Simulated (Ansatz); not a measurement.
Name a neutral molecule of C, O and H with HOMO energy (PBE/def2-TZVPP) between -6.65 and -6.35 eV and size of the dipole moment (B3LYP/def2-TZVPP) between 3.45 and 3.75 D (Ansatz, PBE0-D4/def2-TZVP geometry).

`C=CC(=O)OC1CCOC1=O` (-6.45 eV, 3.67 D). Other molecules can fit too; these were computed, each in one conformer that needn't be the lowest.

B3LYP here is the variant with VWN-RPA as its local correlation; programs differ in this.
